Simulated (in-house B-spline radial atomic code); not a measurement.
Settings and results of a run for Ag III (Ag2+). Computed with a radial B-spline atomic code at the basis-set limit: non-relativistic PBE, spin-polarised, spherical fractional occupations, point nucleus, inside a hard spherical wall at 8.99 bohr.

Command:
```bash
python run_scf.py task.json out
```
Settings:
```
Z                47
configuration    [Ar] 3d10 4s2 4p5 4d10
hamiltonian      nr
method           pbe,pbe
spin_polarised   True
wall_radius      8.99
```

Output (hartree, bohr):
```
 radial grid: 47 intervals, B-splines of order 8, outer radius 8.99 bohr

 iter        energy (Eh)    residual
    1       -5183.828157    5.78e-01
    2       -5187.656443    5.51e-01
    3       -5196.403710    8.43e-02
    4       -5196.648795    2.34e-02
    5       -5196.662750    1.03e-02
    6       -5196.663828    4.47e-04
    7       -5196.663833    2.76e-04
    8       -5196.663835    1.02e-04
    9       -5196.663835    2.22e-06
   10       -5196.663835    1.95e-07

 total energy                     -5196.66384
 kinetic                            5194.5085
 electron-nucleus                 -12337.2459
 Hartree                            2091.0771
 exchange-correlation               -145.0035

 orbital      occ     eigenvalue          <r>       <r^2>       <1/r>       <r^4>     <1/r^2>       r_max
 1s up      1.000      -902.3757    0.0323905  0.00140356     46.4784 4.98605e-06     4337.39     0.02144
 1s down    1.000      -902.3673    0.0323904  0.00140354     46.4787 4.98596e-06     4337.43     0.02144
 2s up      1.000      -130.9054     0.140496   0.0231904     10.5717 0.000915024     454.369      0.1191
 2s down    1.000      -130.8998     0.140494   0.0231895     10.5717 0.000914941     454.364      0.1191
 2p up      3.000      -121.8838     0.120016   0.0175283     10.5749 0.000604143     151.618     0.09338
 2p down    3.000      -121.8753     0.120017   0.0175285     10.5748 0.000604132     151.613     0.09338
 3s up      1.000       -24.6380     0.381186    0.165987     3.76251   0.0420607     86.8715      0.3445
 3s down    1.000       -24.6293     0.381146    0.165936     3.76246   0.0420165      86.858      0.3446
 3p up      3.000       -21.0013     0.373116    0.161462     3.67971   0.0417785     28.7535      0.3311
 3p down    3.000       -20.9913      0.37307    0.161403     3.67976   0.0417257      28.752      0.3311
 3d up      5.000       -14.2769     0.345534    0.142068     3.52675   0.0376488     15.6402      0.2742
 3d down    5.000       -14.2666     0.345445    0.141969      3.5272   0.0375651     15.6431      0.2742
 4s up      1.000        -4.1182     0.936564    0.993005     1.46099     1.47908      17.014       0.847
 4s down    1.000        -4.0761     0.938089    0.996665     1.45888     1.49298     16.9685      0.8473
 4p up      3.000        -2.9673      1.00279     1.15033     1.34801     2.07444     5.30536      0.8848
 4p down    2.000        -2.9278      1.00561     1.15753     1.34452     2.10651     5.28004      0.8856
 4d up      5.000        -1.1235      1.27625     1.94522     1.04675     7.13512      2.0642        1.01
 4d down    5.000        -1.0944      1.28966     1.99021     1.03705     7.52507     2.02947       1.014
```

Time taken, with all properties: 0.09 s on 1 thread of Arm Neoverse V1, with other jobs on the host.
